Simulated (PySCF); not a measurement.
**Dipole response of Sb(2+) (antimony, charge +2)**

[Kr] 4d10 5s2 5p1, 2P determinant. Computed with PySCF 2.14 in aug-cc-pVQZ-PP with one added diffuse shell each of s, p, d, f, g type with ECP28MDF (8s8p6d4f3g, 117 functions), with scalar relativity through the core potential. Coupled (time-dependent) response in atomic units; α is the mean over directions.

```tsv
method	mean α (bohr³)	α xx, yy, zz	C₆ (like pair)	S(−4)
UHF	16.93	16.93, 16.91, 16.93	105.1	87.43
PBE	15.53	15.19, 16.21, 15.19	94.69	71.64
PBE0	15.78	15.56, 16.21, 15.56	96.55	73.84
```

S(−4) is the Cauchy moment in α(ω) = α(0) + S(−4) ω² + …

Spin-orbit coupling is absent.

α(iu) at PBE0:

```tsv
u (hartree)	α(iu) (bohr³)
0	15.78
0.0500	15.60
0.100	15.08
0.200	13.34
0.300	11.27
0.500	7.763
0.750	5.131
1.00	3.686
1.50	2.262
2.00	1.579
3.00	0.9169
5.00	0.4191
```

For an ion, C₆ is the dispersion term alone; charge-induced terms of lower order in 1/R come first.

The components differ because the open shell of this determinant is not spherical; for a pure term their mean is the scalar polarisability.

Energies and moments cover only the electrons outside the core potential.
